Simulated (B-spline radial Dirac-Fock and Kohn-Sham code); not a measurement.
## Subshell photoionisation cross sections of Ge⁺ against photon energy

System: the Ge⁺ ion, 1s2 2s2 2p6 3s2 3p6 3d10 4s2 4p1.

Model: the independent-particle Dirac-Slater model, thresholds from Dirac-Fock. Program: a radial B-spline solver. Values are in kb; a dash marks an energy below the computed threshold.

```
hν (eV)      1s     2p1/2     3p3/2     3d5/2        4s
   33.4       –         –         –         –       141
   33.7       –         –         –         –       143
   50.9       –         –         –      1640       166
   51.8       –         –         –      1730       165
   68.6       –         –         –      3640       146
   84.5       –         –         –      4560       124
   99.7       –         –         –      4690       105
    182       –         –       441      2930      47.6
    195       –         –       472      2640      43.2
    574       –         –       220       229      8.42
    720       –         –       149       119      5.80
   1820       –       102      20.2      5.67      1.09
   2340       –      52.1      10.7      2.29     0.670
   2400       –      48.6      10.1      2.09     0.637
   2690       –      35.3      7.46      1.37     0.507
   3250       –      20.5      4.47     0.672     0.344
   3360       –      18.6      4.07     0.592     0.321
   3640       –      14.7      3.26     0.435     0.272
  10500       –     0.529     0.130   0.00572    0.0249
  12000    17.2     0.339    0.0837   0.00322    0.0180
  17900    6.00    0.0870    0.0217  0.000558   0.00659
  69100   0.126  0.000706  0.000169  1.27e-06  0.000160
 105000  0.0357  0.000156  3.61e-05  1.98e-07  4.70e-05
 113000  0.0285  0.000120  2.76e-05  1.44e-07  3.78e-05
```

At 113000 eV the multipoles beyond E1 give 27.5 % of 1s, 42.5 % of 2p1/2, 40.7 % of 3p3/2, 61.2 % of 3d5/2, 28.2 % of 4s.

Run: 7.5 s of CPU time on 1 thread of Neoverse-N1 (shared host), peak memory 0.37 GiB.
